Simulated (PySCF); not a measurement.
Species: sum formula MoO4H2 (charge +1, doublet). The spin state was set by rule; other spins were not relaxed. 
Coordinates optimised at B3LYP-D3(BJ)/def2-TZVP (Ansatz):
```xyz
7

Mo     0.0123    -0.0074     0.0130
O      1.3679     0.7875    -0.9161
O      0.8731    -0.7388     1.2370
O     -0.8652    -1.1938    -1.0365
H     -0.9092    -2.1489    -1.2099
O     -1.1553     1.2367     0.6199
H     -1.3716     1.7261     1.4309
```
Charge +1, spin multiplicity 2.

Dispersion corrections to the total energy (kcal/mol) from the dftd3 and dftd4 libraries through PySCF: D3(BJ) without and D4 with the three-body term, each with the damping fitted for the functional named.

```tsv
functional	D3(BJ)	D4
BP86	-5.88	-4.43
TPSSh	___	-3.98
BLYP	-7.50	___
CAM-B3LYP	-2.87	-2.81
HF	-29.25	-11.14
HSE06	-2.39	___
PBE	-3.30	-3.28
```

Q: Fill in the missing entries.

A: 
- TPSSh, D3(BJ): -3.96
- BLYP, D4: -7.18
- HSE06, D4: -2.58
